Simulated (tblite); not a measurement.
Parent: `[O:1]=[C:2]([CH2:3][SiH3:4])[CH2:5][CH2:6][SiH3:7]` with O1–C2–C3–Si4 87°, O1–C2–C5–C6 -29°, C2–C5–C6–Si7 45°, C4H12OSi2.

Computed geometry: GFN2-xTB, gas phase. One conformer each, not checked by frequencies here.

| coordinate of the parent | value |
| --- | --- |
| O1=C2 | 1.214 Å |
| C2–C3 | 1.480 Å |
| C3–Si4 | 1.922 Å |
| C2–C5 | 1.504 Å |
| C5–C6 | 1.521 Å |
| C6–Si7 | 1.914 Å |
| O1–C2–C3 | 122.3° |
| O1–C2–C5 | 120.6° |
| C3–C2–C5 | 117.1° |
| C2–C3–Si4 | 107.3° |
| C2–C5–C6 | 110.3° |
| C5–C6–Si7 | 112.8° |

How does the shared frame change in `[O:1]=[C:2]([CH2:3][CH2:4][SiH3:5])[CH2:6][SiH2:7][F:8]` with O1–C2–C3–C4 17°, C2–C3–C4–Si5 -43°, O1–C2–C6–Si7 84°, C2–C6–Si7–F8 69°, C4H11FOSi2? Atoms pair as O1 = O1, C2 = C2, C3 = C6, Si4 = Si7, C5 = C3, C6 = C4, Si7 = Si5 (parent first).

```
   parent   relative  value in the relative  change
    O1=C2      O1=C2                1.212 Å  -0.002
    C2–C3      C2–C6                1.492 Å  +0.012
   C3–Si4     C6–Si7                1.912 Å  -0.010
    C2–C5      C2–C3                1.502 Å  -0.002
    C5–C6      C3–C4                1.521 Å   0.000
   C6–Si7     C4–Si5                1.913 Å  -0.001
 O1–C2–C3   O1–C2–C6                 121.5°    -0.8
 O1–C2–C5   O1–C2–C3                 121.3°    +0.7
 C3–C2–C5   C6–C2–C3                 117.0°    -0.1
C2–C3–Si4  C2–C6–Si7                 108.4°    +1.1
 C2–C5–C6   C2–C3–C4                 111.2°    +0.9
C5–C6–Si7  C3–C4–Si5                 113.1°    +0.3
```

Of the parent's bonds, C2–C3 changes most (+0.012 Å). Bonds of the relative outside the shared frame: Si7–F8 1.612 Å. Point group C1 → C1.
